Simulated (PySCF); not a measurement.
The multiplicity is imposed and other spin states were not computed.

Cartesian coordinates (Å):
```xyz
8

Zn     0.0003     0.0989    -0.0721
N     -0.4129    -1.1586    -1.3454
H      0.3863    -1.5690    -1.8429
H     -1.0695    -0.8549    -2.0743
C      0.3560     1.3151     1.3956
H      1.4284     1.5814     1.4440
H      0.0753     0.8667     2.3669
H     -0.2159     2.2549     1.2806
```
Charge 0, multiplicity 1.

Task: Give the dipole moment, LUMO and charge on the central atom (Mulliken) at the level PySCF with TPSSh-D3(BJ)/def2-TZVP // TPSS-D3(BJ)/def2-SVP.

Result: 
| Item | Value |
|---|---|
| dipole moment | 1.05 D |
| LUMO | -0.36 eV |
| charge on the central atom (Mulliken) | 0.39 e |
